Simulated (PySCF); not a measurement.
Ge(OMe)(SiH3) (CH6GeOSi), SMILES [Ge]([O]C)[SiH3] (connectivity only; charge and spin as stated), neutral, multiplicity 1.

Geometry optimised at B3LYP-D3(BJ)/def2-SVP. The structure was generated by enumeration; whether it is a known compound was not checked. The values are those of a single conformer.

Two levels are set side by side: PBE/def2-TZVP (PySCF) and HF/def2-TZVP (PySCF). Same geometry, gas phase. Differences are taken from unrounded values.

```json
[
 {"quantity": "orbital gap (eV)", "HF": "8.88", "PBE": "2.01", "PBE minus HF": "-6.87"},
 {"quantity": "highest occupied level (eV)", "HF": "-8.40", "PBE": "-5.33", "PBE minus HF": "3.07"},
 {"quantity": "lowest empty level (eV)", "HF": "0.48", "PBE": "-3.32", "PBE minus HF": "-3.80"},
 {"quantity": "dipole moment (D)", "HF": "0.54", "PBE": "0.72", "PBE minus HF": "0.19"},
 {"quantity": "mean polarisability (bohr³)", "HF": "77.3", "PBE": "85.7", "PBE minus HF": "8.3"}
]
```

PBE's occupied levels lie high since its potential decays too fast outside the molecule; exact exchange lowers them and widens the gap. PBE's more diffuse valence density responds more strongly to a field. Differences between two approximate levels are no errors against the true value.

Rough cost on one machine, each run with all the roots and properties that it gave: HF against PBE about 1/3.
